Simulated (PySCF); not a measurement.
# Correlation energy of Si (silicon, neutral)

[Ne] 3s2 3p2, high-spin 3P determinant. All numbers are calculated (PySCF 2.14, scalar relativity by spin-free X2C-1e, in aug-cc-pCVTZ-DK (8s7p5d3f, 75 functions)). Frozen: 1s2; 12 electrons correlated.

| level | correlation energy (mhartree) |
| --- | --- |
| CCSD | -361.71 |
| (T) | -5.34 |
| CCSD(T) | -367.05 |

Diagnostics: T1 = 0.0084, D1 = 0.0332, largest double amplitude 0.071.

Q: Is a single reference adequate?

A: Mostly. T1 lies below 0.03, but a double amplitude of this size points to a near-degeneracy that CCSD handles and MP2 describes poorly.
